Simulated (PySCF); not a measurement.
# Correlation energy of H⁻ (hydrogen, charge -1)

1s2, closed-shell 1S. Calculation: PySCF 2.14, in aug-cc-pVTZ with one added diffuse shell each of s, p, d type (5s4p3d, 32 functions); no relativity, point nucleus. Frozen: nothing; 2 electrons correlated.

With two correlated electrons CCSD is exact within the correlated space (frozen core and kept virtual orbitals).

| level | correlation energy (mhartree) |
| --- | --- |
| CCSD | -39.33 |

Diagnostics: T1 = 0.045, D1 = 0.0639, largest double amplitude 0.137.

T1 exceeds 0.03, a sign that the reference determinant is poor.

Cost of the coupled-cluster step: about 0.3 core-seconds, for 2 correlated electrons.

Iterations:

```
CC2 = 0
CCSD nocc = 1, nmo = 32
frozen orbitals []
max_cycle = 100
direct = 0
conv_tol = 1e-08
conv_tol_normt = 1e-06
diis_space = 8
diis_start_cycle = 0
Init t2, MP2 energy = -0.516316654687416  E_corr(MP2) -0.0286364711679503
Init E_corr(CCSD) = -0.0286364711681039
cycle = 1  E_corr(CCSD) = -0.0346080202917547  dE = -0.00597154912  norm(t1,t2) = 0.0430538
cycle = 2  E_corr(CCSD) = -0.0370590819334814  dE = -0.00245106164  norm(t1,t2) = 0.0221468
cycle = 3  E_corr(CCSD) = -0.0387815603651284  dE = -0.00172247843  norm(t1,t2) = 0.0141309
cycle = 4  E_corr(CCSD) = -0.039330148742669  dE = -0.000548588378  norm(t1,t2) = 0.00908962
cycle = 5  E_corr(CCSD) = -0.0392907414544967  dE = 3.94072882e-05  norm(t1,t2) = 0.00530762
cycle = 6  E_corr(CCSD) = -0.0392978850999003  dE = -7.1436454e-06  norm(t1,t2) = 0.0022959
cycle = 7  E_corr(CCSD) = -0.039324519226146  dE = -2.66341262e-05  norm(t1,t2) = 0.000677692
cycle = 8  E_corr(CCSD) = -0.0393337665959657  dE = -9.24736982e-06  norm(t1,t2) = 0.000209298
cycle = 9  E_corr(CCSD) = -0.0393343243745135  dE = -5.57778548e-07  norm(t1,t2) = 3.44137e-05
cycle = 10  E_corr(CCSD) = -0.0393343095651943  dE = 1.48093192e-08  norm(t1,t2) = 4.71689e-06
cycle = 11  E_corr(CCSD) = -0.0393342095015006  dE = 1.00063694e-07  norm(t1,t2) = 1.33344e-06
cycle = 12  E_corr(CCSD) = -0.0393342253234898  dE = -1.58219892e-08  norm(t1,t2) = 3.11656e-07
cycle = 13  E_corr(CCSD) = -0.039334236190456  dE = -1.08669663e-08  norm(t1,t2) = 7.74489e-08
cycle = 14  E_corr(CCSD) = -0.0393342353589303  dE = 8.31525716e-10  norm(t1,t2) = 1.79709e-08
CCSD converged
E(CCSD) = -0.5270144188783965  E_corr = -0.03933423535893033
```
